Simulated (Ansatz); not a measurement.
Geometry optimisation, RKS PBE0/STO-3G in Ansatz 0.2.0.

The input (input.yaml):

```yaml
crystal:
  periodic: [false, false, false]
  atoms:
    - { symbol: Si, position_ang: [0.0, 0.0, 0.0] }
    - { symbol: C, position_ang: [0.0, 0.0, 1.87] }
    - { symbol: H, position_ang: [-0.9996, -0.3092, 2.2405] }
    - { symbol: H, position_ang: [0.7676, -0.7111, 2.2405] }
    - { symbol: H, position_ang: [0.232, 1.0203, 2.2405] }
    - { symbol: O, position_ang: [1.5842, 0.0, -0.5594] }
    - { symbol: Si, position_ang: [2.4906, -1.3762, -0.8866] }
    - { symbol: H, position_ang: [1.6598, -2.3521, -1.5857] }
    - { symbol: H, position_ang: [3.6318, -1.0202, -1.7249] }
    - { symbol: H, position_ang: [2.9691, -1.9538, 0.366] }
    - { symbol: H, position_ang: [-0.6877, 1.1914, -0.4862] }
    - { symbol: H, position_ang: [-0.6877, -1.1914, -0.4862] }
basis:
  gaussian: { orbitals: STO-3G }
hamiltonian:
  xc: pbe0
relax:
  f_tol: 0.02
  max_steps: 40
```

Run as:

```bash
$ ansatz run input.yaml --threads 1 --pin off --max-ram 2048MiB --backend cpu --events-out ev --progress --plain --runs-dir out
```

Q: Where does it end, and by what steps?

A: The run converged. The force dipped under the threshold on the way, but the program's further checks kept it going. Limits of this set-up: minimal basis. After 10 steps the energy has fallen by 0.138 eV; H5 moved furthest, 0.57 Å.

```csv
step,energy less start (eV),largest force component (eV/Å),accepted
0,0.0000,0.723,yes
1,-0.0935,0.370,yes
2,-0.1071,0.238,yes
3,-0.1271,0.102,yes
4,-0.1305,0.174,yes
5,-0.1342,0.102,yes
6,-0.1365,0.012,yes
7,-0.1372,0.082,yes
8,-0.1376,0.029,yes
9,-0.1379,0.008,yes
10,-0.1381,0.017,yes
```

```xyz
12
Properties=species:S:1:pos:R:3
Si -0.054 -0.006 -0.081
C 0.101 -0.117 1.782
H -0.889 -0.062 2.244
H 0.563 -1.056 2.103
H 0.701 0.704 2.185
O 1.445 0.095 -0.869
Si 2.437 -1.281 -0.795
H 1.781 -2.454 -1.340
H 3.610 -0.983 -1.584
H 2.848 -1.598 0.559
H -0.761 1.204 -0.431
H -0.820 -1.148 -0.545
```

Time of the run: 35 s on 1 thread of Intel(R) Xeon(R) Platinum 8175M CPU @ 2.50GHz (Skylake/Cascade Lake) (shared host), peak memory 0.14 GiB.
